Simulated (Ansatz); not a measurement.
Frontier orbitals of CH$_{3}$AlO$_{2}$.

Cartesian coordinates in Å:
```
O -0.031 -0.195 1.195
C 0.465 0.852 0.694
O 0.455 0.971 -0.563
Al -0.407 -0.746 -0.607
H 0.891 1.634 1.331
H 0.569 -1.886 -1.094
H -1.941 -0.630 -0.955
```

Charge 0, multiplicity 1. The bonds changed during the relaxation, so this is another structure than the one it started from. The structure was optimised at the PBE0-D4/def2-TZVP level. It is one conformer, not always the lowest. Basis def2-TZVPP, Ansatz 0.2.0.

Orbital energies of one run (eV). Highest occupied ones, from the top: -8.62, -9.82, -10.25, -10.33, -12.21, -14.16, -14.91, -15.65, -18.80, -29.85, -33.10, -75.14, -75.24, -75.30. Empty: -0.90, 0.11, 1.25, 2.28, 2.87, 3.45.

Problem. Which functional gave them?
A. r2SCAN0
B. CAM-B3LYP
C. r2SCANh
D. BHLYP

Solution. A. HOMO energies: r2SCAN0 -8.62, CAM-B3LYP -9.85, r2SCANh -7.92, BHLYP -9.65 eV.
